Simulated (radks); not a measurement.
Results of a calculation; reference values are marked as such.
Valence configurations of the sulfur ion S2+ (all share [Ne]). Code: a radial shooting solver on a logarithmic mesh with Libxc functionals. Model: scalar-relativistic Kohn-Sham, r2SCAN, spin-unpolarised, spherical densities, finite nucleus; meta-GGA in the generalised Kohn-Sham scheme; Fermi nuclear charge, rms radius 3.2611 fm. Energies are relative to 3s2 3p2; eigenvalues in eV.

valence      E (eV)    e(3p)    e(3s)
3s2 3p2       0.000  -28.016  -40.015
3s1.5 3p2.5   6.001  -28.317  -40.323
3s1 3p3      12.004  -28.606  -40.613
3s0.5 3p3.5  18.006  -28.883  -40.884
3p4          24.003  -29.146        -

NIST lists [Ne] 3s2 3p2 as the ground configuration; this level of theory agrees among the configurations tried. The energies are those of spherical spin-averaged densities, not of single terms.
